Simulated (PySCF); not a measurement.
Sn(H)2(Cl)(OH), H₃ClOSn, SMILES [OH][SnH2][Cl], PBE0/def2-SVP optimised geometry.

```
6

Sn    -0.89    -0.30     0.00
O      1.09    -0.30     0.00
Cl    -1.53    -1.28     2.05
H     -1.44     1.32     0.00
H     -1.44    -1.32    -1.26
H      1.44    -0.70     0.80
```

Density from PySCF 2.14.0 with PBE0/def2-TZVP, def2 effective core potentials past Kr at that geometry. The core electrons that the potentials of Sn replace are not part of the density.

Minimum of the electron density along straight lines between bonded atoms, close to the bond critical point (lines longer than 1.1 times the sum of covalent radii, or with two minima, are not listed):

```json
[
 {"bond": "Sn1–O2", "length / Å": "1.978", "ρ at the minimum / e bohr⁻³": "0.120", "∇²ρ there / e bohr⁻⁵": "0.46", "position (fraction from the first atom)": "0.51"},
 {"bond": "Sn1–Cl3", "length / Å": "2.356", "ρ at the minimum / e bohr⁻³": "[?]", "∇²ρ there / e bohr⁻⁵": "0.17", "position (fraction from the first atom)": "0.47"},
 {"bond": "Sn1–H4", "length / Å": "1.706", "ρ at the minimum / e bohr⁻³": "0.117", "∇²ρ there / e bohr⁻⁵": "0.06", "position (fraction from the first atom)": "0.63"},
 {"bond": "Sn1–H5", "length / Å": "1.706", "ρ at the minimum / e bohr⁻³": "0.117", "∇²ρ there / e bohr⁻⁵": "0.06", "position (fraction from the first atom)": "0.63"},
 {"bond": "O2–H6", "length / Å": "0.965", "ρ at the minimum / e bohr⁻³": "[?]", "∇²ρ there / e bohr⁻⁵": "[?]", "position (fraction from the first atom)": "0.80"}
]
```

### Question
Some entries are withheld; supply them.

### Answer

- Sn1–Cl3, ρ at the minimum / e bohr⁻³: 0.085
- O2–H6, ρ at the minimum / e bohr⁻³: 0.354
- O2–H6, ∇²ρ there / e bohr⁻⁵: -2.37
